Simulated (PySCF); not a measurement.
This PySCF input asks for the NMR shieldings of `C=C1CC[SiH2]O[SiH2][SiH2]1`, C4H12OSi3; the geometry comes from GFN2-xTB.

```python
import basis_set_exchange as bse
import numpy as np
from pyscf import gto, dft
from pyscf.prop import nmr

atoms = """
C    -1.425692   -0.781242    1.683828
C    -0.929076   -0.848059    0.454648
C    -1.586733   -0.101089   -0.671939
C    -0.642665    0.864606   -1.400203
Si    0.367684    2.018757   -0.268514
O     1.692267    1.221923    0.226744
Si    2.394390   -0.247421    0.381968
Si    0.687234   -1.785915    0.121841
H    -0.975425   -1.309535    2.508415
H    -2.312971   -0.211585    1.921684
H    -1.973264   -0.830176   -1.393144
H    -2.440876    0.460673   -0.282699
H     0.057225    0.284279   -2.007611
H    -1.239022    1.453757   -2.098992
H     0.882379    3.163481   -1.018046
H    -0.367775    2.400450    0.934610
H     3.026325   -0.170759    1.701905
H     3.445961   -0.264705   -0.642923
H     0.749371   -2.913717    1.065068
H     0.585514   -2.393043   -1.219677
"""
names = dict.fromkeys(["C", "Si", "O", "H"], "pcSseg-1")
basis = {el: gto.basis.parse(bse.get_basis(n, elements=[el], fmt="nwchem")) for el, n in names.items()}
mol = gto.M(atom=atoms, basis=basis, charge=0, verbose=0)
mf = dft.RKS(mol, xc="PBE0")
mf.grids.level = 2
mf.grids.alignment = dft.numint.BLKSIZE   # the property module wants whole blocks of grid points
mf.conv_tol = 1e-9
mf.kernel()

calc = nmr.RKS(mf)   # GIAO
C = mf.mo_coeff
Co = C[:, mf.mo_occ > 0]
resp = mf.gen_response(singlet=True, hermi=2)
def vind(x):   # induced exchange potential for any number of trial vectors
    d = np.einsum("pi,xij,qj->xpq", C, 2 * x.reshape(-1, C.shape[1], Co.shape[1]), Co, optimize=True)
    return np.einsum("xpq,pi,qj->xij", resp(d - d.transpose(0, 2, 1)), C, Co, optimize=True).ravel()
mo1, _ = nmr.rhf.solve_mo1(calc, with_cphf=vind)
sigma = calc.kernel(mo1)
for i, s in enumerate(sigma):   # ppm
    print("%2d %-2s %9.2f" % (i, mol.atom_pure_symbol(i), np.trace(s) / 3))
```

Problem. What does it print?

Solution. 
```
 0 C      48.09
 1 C      33.85
 2 C     145.41
 3 C     169.46
 4 Si    368.32
 5 O     323.38
 6 Si    377.88
 7 Si    427.31
 8 H      25.87
 9 H      25.41
10 H      28.71
11 H      29.36
12 H      30.62
13 H      30.79
14 H      26.67
15 H      26.65
16 H      26.21
17 H      26.12
18 H      27.54
19 H      27.35
```

These numbers come from an equivalent density-fitted implementation of the same equations, which agrees with the script to about 0.01 ppm for H and up to a few tenths of a ppm for heavy atoms, so last digits may differ.

Problem. Turn these shieldings into chemical shifts. References, each an isolated molecule treated in the same way: 13C (186.93 ppm), 29Si (349.16 ppm), 1H (31.72 ppm) vs TMS; 17O (336.08 ppm) against H2O.

Solution. Averaging equivalent atoms: C 1: 153.1; C 0: 138.8; C 2: 41.5; C 3: 17.5; Si 4: -19.2; Si 6: -28.7; Si 7: -78.2; O 5: 12.7; H 9: 6.31; H 8: 5.84; H 16/17: 5.56; H 14/15: 5.06; H 18/19: 4.27; H 10/11: 2.68; H 12/13: 1.01 ppm. Experimental scales use liquid or dissolved standards, which lie at an offset from isolated H2O (liquid H2O: subtract about 36 ppm).

Size and cost of the density-fitted run: 217 basis functions, 100 s wall time on 1 thread of an Arm Neoverse N1, shared host; peak memory 0.98 GiB.
